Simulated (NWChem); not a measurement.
CH₅FGe; SMILES [CH3][GeH2][F]

```xyz
8

Ge     0.3602     0.0525     0.0000
C     -0.7416    -1.5592     0.0000
F     -0.7398     1.4354     0.0000
H      1.2210     0.1898     1.2852
H      1.2212     0.1900    -1.2851
H     -1.3809    -1.5840    -0.9033
H     -0.0943    -2.4588     0.0047
H     -1.3872    -1.5792     0.8989
```
Atoms are numbered in this order, from 1.

Geometry: optimised at PBE-D3(BJ)/def2-SVP.

Question: List the 4 lowest vertical singlet excitations and the 4 lowest triplet ones from PBE/6-31G* (spherical d), TDA (NWChem).

Answer: 
```
state  energy (eV)  oscillator strength  leading excitation (squared amplitude)
-----  -----------  -------------------  --------------------------------------
S1            7.08                0.002                      HOMO → LUMO (1.00)
S2            7.25                0.002                    HOMO−1 → LUMO (1.00)
S3            8.30                0.004                  HOMO−1 → LUMO+1 (0.95)
S4            8.50                0.069                    HOMO → LUMO+1 (0.71)
T1            6.73       spin-forbidden                      HOMO → LUMO (1.00)
T2            6.85       spin-forbidden                    HOMO−1 → LUMO (1.00)
T3            7.69       spin-forbidden                    HOMO → LUMO+1 (0.96)
T4            7.92       spin-forbidden                  HOMO−1 → LUMO+1 (0.76)
```
